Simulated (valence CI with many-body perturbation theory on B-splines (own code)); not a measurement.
Ta²⁴⁺: electric-dipole lines

Calculated by configuration interaction combined with many-body perturbation theory (CI+MBPT): three valence electrons over a frozen Dirac-Fock core [Kr] 4d10, radial functions for each j: 8 s, 8 p, 9 d, 9 f, 6 g, 3 h, 2 i, with the one-electron correlation potential Σ1, the two-electron term Σ2, the three-electron term Σ3, Breit, model QED; selected CI, second order for the rest, scaled by the run's own slope (own B-spline code, finite nucleus).

No measured spectrum was set against this ion. As an estimate, terms of the open shell hold to a few per cent of their energy, and close levels can change places. Core correlation moves these levels by up to 46000 cm⁻¹, and in measured spectra 5 to 20 % of such shifts remained as error; rates that hang on mixing are uncertain with them.

Lines 51 to 100 of 159 in falling wavelength, among levels below 919780 cm⁻¹, chosen from the strongest by gf and those to the six lowest levels. Wavelengths and rates use the calculated energies, so an error of 2000 cm⁻¹ moves a line at 13.04 nm by 0.26 % and its rate by three times that or more. Electric multipoles are in the length gauge, E1 and E2 with the static RPA response of the core. Weak lines are less certain than strong ones. Lines between different terms over intervals too small for the method are left out, as are lines whose strength nearly cancels. Where a level lies close to another of its J and parity, the split of strength between their lines is uncertain. The highest levels of a list are the least certain.

Names give the largest LS component (configuration and term), which can be under half, so a name can repeat, a term be missing and a line seem to break the LS rules; names also repeat where a configuration has a term twice. Letters in brackets count levels of one name in rising energy.

```
λ vac (nm)           Upper             Lower   A (s⁻¹)  S (a.u.) with core polarisation  S without
     13.04   4f2 5s 2D_3/2       4f3 4D°_1/2  6.42e+04                         2.81e-07   5.24e-08
     13.03   4f2 5s 4P_1/2       4f3 4D°_1/2  2.10e+05                         4.58e-07   3.01e-07
     13.00   4f2 5s 4F_7/2       4f3 4F°_9/2  2.96e+04                         2.57e-07   5.21e-08
     12.98   4f2 5s 4F_3/2       4f3 4F°_5/2  1.16e+05                         4.99e-07   1.68e-07
     12.96   4f2 5s 4F_9/2       4f3 4F°_9/2  8.98e+04                         9.66e-07   9.92e-07
     12.93   4f2 5s 2F_7/2   4f3 2G°_9/2 [a]  2.18e+05                         1.86e-06   5.63e-07
     12.92  4f2 5s 2I_11/2   4f3 2H°_9/2 [b]  6.83e+04                         8.73e-07   8.90e-08
     12.92  4f2 5s 4H_13/2  4f3 2H°_11/2 [a]  6.11e+04                         9.11e-07   7.02e-07
     12.91   4f2 5s 4F_5/2       4f3 4F°_5/2  1.94e+05                         1.24e-06   6.48e-07
     12.90   4f2 5s 2D_5/2   4f3 2D°_5/2 [b]  1.64e+05                         1.04e-06   1.56e-07
     12.89   4f2 5s 2H_9/2       4f3 4F°_7/2  2.55e+04                         2.69e-07   3.78e-07
     12.88   4f2 5s 2D_5/2       4f3 4D°_3/2  5.28e+04                         3.34e-07   2.02e-07
     12.87  4f2 5s 2I_13/2      4f3 2I°_13/2  7.66e+05                         1.13e-05   5.83e-06
     12.86  4f2 5s 2I_11/2      4f3 2I°_13/2  5.48e+04                         6.90e-07   8.62e-07
     12.86   4f2 5s 4P_3/2       4f3 4D°_1/2  5.61e+04                         2.35e-07   8.25e-08
     12.84   4f2 5s 2F_5/2       4f3 4G°_7/2  1.79e+05                         1.12e-06   4.74e-07
     12.82   4f2 5s 4F_7/2       4f3 4G°_5/2  2.92e+04                         2.42e-07   2.43e-07
     12.81   4f2 5s 2P_3/2   4f3 2D°_3/2 [c]  5.11e+05                         2.12e-06   4.60e-07
     12.79  4f2 5s 4H_11/2   4f3 2H°_9/2 [a]  6.68e+04                         8.28e-07   9.20e-07
     12.78   4f2 5s 4F_7/2       4f3 4F°_7/2  3.11e+05                         2.57e-06   2.04e-06
     12.78   4f2 5s 4F_3/2       4f3 4F°_3/2  2.87e+05                         1.18e-06   5.96e-07
     12.75   4f2 5s 2D_3/2   4f3 2D°_5/2 [a]  6.22e+05                         2.55e-06   1.04e-06
     12.75   4f2 5s 2P_3/2   4f3 2F°_5/2 [a]  8.11e+04                         3.32e-07   3.32e-07
     12.72   4f2 5s 2H_9/2   4f3 2H°_9/2 [a]  3.23e+03                         3.28e-08   6.62e-08
     12.72   4f2 5s 4H_9/2      4f3 4I°_11/2  3.91e+04                         3.98e-07   2.56e-07
     12.71   4f2 5s 4F_5/2       4f3 4F°_3/2  2.08e+05                         1.26e-06   7.27e-07
     12.71   4f2 5s 2F_5/2       4f3 4G°_5/2  1.10e+05                         6.68e-07   5.40e-07
     12.69  4f2 5s 2I_13/2      4f3 2I°_11/2  1.15e+05                         1.62e-06   1.12e-06
     12.69   4f2 5s 4F_7/2       4f3 4F°_5/2  8.56e+04                         6.91e-07   5.03e-07
     12.69   4f2 5s 4P_3/2   4f3 2D°_5/2 [b]  1.75e+05                         7.06e-07   2.57e-07
     12.69   4f2 5s 4P_5/2       4f3 4D°_7/2  6.95e+04                         4.20e-07   2.20e-07
     12.68  4f2 5s 2I_11/2      4f3 2I°_11/2  5.69e+05                         6.88e-06   4.23e-06
     12.67   4f2 5s 4P_3/2       4f3 4D°_3/2  1.23e+05                         4.93e-07   4.90e-07
     12.67   4f2 5s 2F_5/2       4f3 4F°_7/2  1.87e+05                         1.13e-06   4.51e-07
     12.66  4f2 5s 4H_11/2      4f3 4I°_13/2  6.88e+04                         8.27e-07   3.87e-07
     12.65   4f2 5s 2D_3/2       4f3 2P°_1/2  9.29e+04                         3.71e-07   7.16e-08
     12.65   4f2 5s 2F_7/2       4f3 4G°_9/2  7.19e+04                         5.74e-07   2.72e-07
     12.62   4f2 5s 4F_7/2   4f3 2H°_9/2 [a]  2.40e+04                         1.90e-07   1.54e-07
     12.61   4f2 5s 2F_7/2   4f3 2G°_7/2 [a]  3.50e+04                         2.77e-07   4.95e-07
     12.60  4f2 5s 4H_13/2      4f3 4I°_15/2  6.70e+04                         9.25e-07   4.00e-07
     12.59   4f2 5s 2D_3/2   4f3 2D°_3/2 [a]  2.60e+05                         1.03e-06   2.34e-07
     12.58   4f2 5s 4F_9/2   4f3 2H°_9/2 [a]  1.67e+05                         1.64e-06   1.11e-06
     12.58   4f2 5s 2F_5/2       4f3 4F°_5/2  2.54e+04                         1.50e-07   7.64e-08
     12.57   4f2 5s 2G_7/2       4f3 4F°_5/2  8.26e+03                         6.48e-08   4.96e-08
     12.55  4f2 5s 2I_13/2  4f3 2H°_11/2 [b]  1.58e+05                         2.16e-06   1.51e-06
     12.54   4f2 5s 2P_1/2       4f3 4D°_3/2  1.61e+06                         3.14e-06   1.23e-06
     12.54   4f2 5s 2G_9/2       4f3 4F°_9/2  1.77e+05                         1.73e-06   8.52e-07
     12.54  4f2 5s 2I_11/2  4f3 2H°_11/2 [b]  1.64e+05                         1.91e-06   1.12e-06
     12.53   4f2 5s 2P_3/2   4f3 2D°_3/2 [b]  4.38e+05                         1.70e-06   3.63e-07
     12.52   4f2 5s 4H_7/2       4f3 4I°_9/2  8.23e+04                         6.38e-07   5.34e-07
```
